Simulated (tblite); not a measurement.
Compound: C4H6NSeSi (doublet state).
Atom-mapped SMILES: `[SiH3:1][CH2:2][c:3]1[c:4][cH:5][se:6][n:7]1` (hydrogens: H8, H9, H10 on Si1; H11, H12 on C2; H13 on C5)
Bond orders are those of one Lewis drawing.

Computed with GFN2-xTB (tblite), gas phase: L-BFGS steps from a force-field or distance-geometry start until the largest atomic force falls under 0.01 eV/Å.

Geometry at step 2:
```
atom  x, y, z in Å
Si1    -1.8525    0.4934    0.7054
C2     -0.9871   -0.3222   -0.7983
C3      0.4321   -0.4735   -0.4193
C4      1.3303    0.6302   -0.4557
C5      2.5900    0.4311   -0.0828
Se6     2.7792   -1.3784    0.3982
N7      0.9818   -1.5753   -0.0050
H8     -2.8825   -0.4215    1.1955
H9     -2.3851    1.8114    0.3613
H10    -0.8544    0.6248    1.7665
H11    -1.0735    0.3195   -1.6852
H12    -1.4403   -1.3019   -0.9337
H13     3.3577    1.1629   -0.0646
```

Task: Give the atomic forces at this geometry.

Result: 
```
atom  Fx (eV/Å)  Fy (eV/Å)  Fz (eV/Å)
 Si1     -0.028      0.046      0.328
  C2      0.041     -0.011      0.288
  C3      0.471      0.379     -0.318
  C4     -0.112     -0.246      0.045
  C5     -0.485      0.176     -0.199
 Se6     -0.641     -0.134     -0.068
  N7      0.293     -0.065      0.051
  H8     -0.091      0.049     -0.069
  H9     -0.008     -0.048     -0.056
 H10     -0.021      0.106      0.060
 H11      0.015     -0.418      0.200
 H12      0.075      0.062     -0.364
 H13      0.490      0.106      0.102
```

The largest, 0.68 eV/Å, acts on C3; the rms over all components is 0.239 eV/Å. The forces sum to zero within rounding, as they must for an isolated molecule in no field.

Task: Give the force on C3 in Eh/bohr and in nN.

Result: 0.683 eV/Å ÷ 51.422 = 0.01328 Eh/bohr, and 0.683 eV/Å × 1.602 = 1.09 nN.

Task: How far is this geometry from the end of the optimisation?

Result: 0.145 eV above it, and 0.581 Å rms away after alignment. The bonds farthest from their final lengths, with half the difference of the two atoms' forces along the bond (positive lengthens):

```
  bond  now (Å)  final (Å)  force along bond (eV/Å)
Se6–N7    1.853      1.806                    -0.47
C5–Se6    1.882      1.902                    +0.16
 C3–C4    1.423      1.413                    -0.43
C5–H13    1.061      1.071                    +0.33
C2–H11    1.098      1.090                    -0.08
 C3–N7    1.299      1.305                    +0.21
```

The angle farthest from its final value is C4–C5–H13, 126.0° against 131.2°.

Of the 4 listed bonds off by 0.010 Å or more, this force points towards the final length in 4.

What follows is the cost of the whole relaxation. Hardware: one thread of an Arm Neoverse V2, shared host. Cost: 0.65 s wall.
